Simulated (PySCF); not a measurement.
A structure optimised at PBE0-D3(BJ)/def2-SVP, used in a PySCF frequency run:

```xyz
5

Nb    -0.1453     0.0402     0.1481
O     -0.7193    -1.4449    -0.4762
O     -0.5537     1.2713    -0.9682
O      1.7083     0.0345     0.6195
H      2.4747    -0.5372     0.5280
```
Charge 0, spin multiplicity 1.

Task: Write its SMILES and formula.

Result: [O]=[Nb](=[O])[OH], HNbO3

Task: What are its rotational constants (standard atomic weights)?

Result: 7.1549, 5.4178, 3.4747 GHz
